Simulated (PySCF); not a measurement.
# How methods differ on the excitation energy of Ir+

Ir+ [Xe] 4f14 5d7 6s1 (5F) → Ir+ [Xe] 4f14 5d6 6s1 6p1 (high-spin determinant), as a difference of total energies. All numbers are calculated (PySCF 2.14, scalar relativity by spin-free X2C-1e, in x2c-TZVPPall (11s7p7d3f1g, 97 functions)). Correlated levels: valence: [Xe] 4f14 frozen. The calculations carry no spin-orbit coupling.

```json
{"method": "UHF", "excitation energy (eV)": "5.231"}
{"method": "MP2 (valence)", "excitation energy (eV)": "6.403"}
{"method": "SCS-MP2 (valence)", "excitation energy (eV)": "6.719"}
{"method": "CCSD (valence)", "excitation energy (eV)": "6.276"}
{"method": "CCSD(T) (valence)", "excitation energy (eV)": "6.305"}
```

**Question.** How much does correlation contribute at CCSD(T) (valence)?

**Answer.** 6.305 − (5.231) = 1.074 eV, measured against UHF.

A first-order spin-orbit estimate (lowest level to lowest level, LS coupling) adds 0.619 eV.

The basis was made for the ground configuration and has no added diffuse functions, so the excitation energy can come out too high.

The determinant of the upper state mixes LS terms, which raises its energy above the lowest term, most at the Hartree-Fock and MP2 levels.
